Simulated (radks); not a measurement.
Coulomb parameter of the 3d shell of the copper ion Cu3+ in the model configuration [Ar] 3d7 4s1, as a second difference U = [E(n + 0.25) + E(n - 0.25) - 2 E(n)] / (0.25)^2 with all orbitals relaxed. "Bare": the charge of the atom changes with n. "Screened": the 4s shell takes up the change at fixed total charge, which measures U(3d,3d) + U(4s,4s) - 2 U(3d,4s). Calculated with a radial shooting solver on a logarithmic mesh with Libxc functionals: scalar-relativistic Kohn-Sham, BLYP, spin-unpolarised, spherical densities, finite nucleus; Fermi nuclear charge, rms radius 3.8823 fm.

case,configuration,E - E(n) (eV)
start,[Ar] 3d7 4s1,0.000
bare +0.25,[Ar] 3d7.25 4s1,-13.573
bare -0.25,[Ar] 3d6.75 4s1,14.943
screened +0.25,[Ar] 3d7.25 4s0.75,-4.697
screened -0.25,[Ar] 3d6.75 4s1.25,5.065

U(bare) = 21.918 eV, U(screened by 4s) = 5.882 eV, against the Slater integral F0(3d,3d) = 30.711 eV with frozen orbitals.
